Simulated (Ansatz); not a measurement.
Abridged output of a molecular run in Ansatz:

```
Functional definition: HF
1145 factors; integrals over basis functions are off by at most 9.4e-4 eV
mean field evaluation 1: about -20393.2370 eV, gradient 4.0e1 eV
mean field evaluation 2: about -20393.3743 eV, gradient 4.1e1 eV
mean field evaluation 4: about -20396.5696 eV, gradient 2.6e0 eV
mean field evaluation 8: about -20396.6066 eV, gradient 1.9e-1 eV
mean field -20396.60681223 eV, -749.5614750328 hartree, gradient 2.3e-6 eV, S^2 0.000000; 0 other end points of the search recorded, 0 dependent functions left out
10 core orbitals not correlated: weight in the atoms' cores, before any rotation towards them, 1.000 or more for the frozen orbitals, at most 0.000 for the correlated occupied ones
reference -20396.60681223 eV, -749.5614750328 hartree; 15, 15 occupied and 140, 140 virtual orbitals, 1145 factors
second order -20.70599238 eV of doubles, -0.00000000 eV of singles
cycle   1  -20.66503411 eV  change    4.1e-2 eV  update   1.0e-1
cycle   2  -21.14948456 eV  change   -4.8e-1 eV  update   3.1e-2
cycle   3  -21.25849574 eV  change   -1.1e-1 eV  update   1.7e-2
cycle   4  -21.24806803 eV  change    1.0e-2 eV  update   4.1e-3
cycle   5  -21.24463587 eV  change    3.4e-3 eV  update   1.8e-3
cycle   6  -21.24524150 eV  change   -6.1e-4 eV  update   5.5e-4
cycle   7  -21.24519442 eV  change    4.7e-5 eV  update   2.4e-4
cycle   8  -21.24513913 eV  change    5.5e-5 eV  update   7.0e-5
cycle   9  -21.24516237 eV  change   -2.3e-5 eV  update   2.8e-5
perturbative correction -0.72578069 eV, -0.0266719485 hartree
Total energy: -20418.57775529 eV, -750.3688922978 hartree
```

Its atoms:

```xyz
6

O    -1.406    0.633   -0.088
Sn    0.474    0.109   -0.110
Cl    0.758   -1.442    1.606
H    -2.014   -0.109   -0.126
H     0.856   -0.709   -1.552
H     1.331    1.518    0.270
```

(1) Which basis set was used?
A. def2-QZVPP
B. def2-TZVPPD
C. def2-SVPD
D. def2-TZVPP

(2) Write the keys of the input that set method, charge and spin (a neutral closed shell needs none for the last two).

Answers

(1) D. It gives 165 functions.

(2) 
```yaml
correlation: {method: ccsd_t}
```
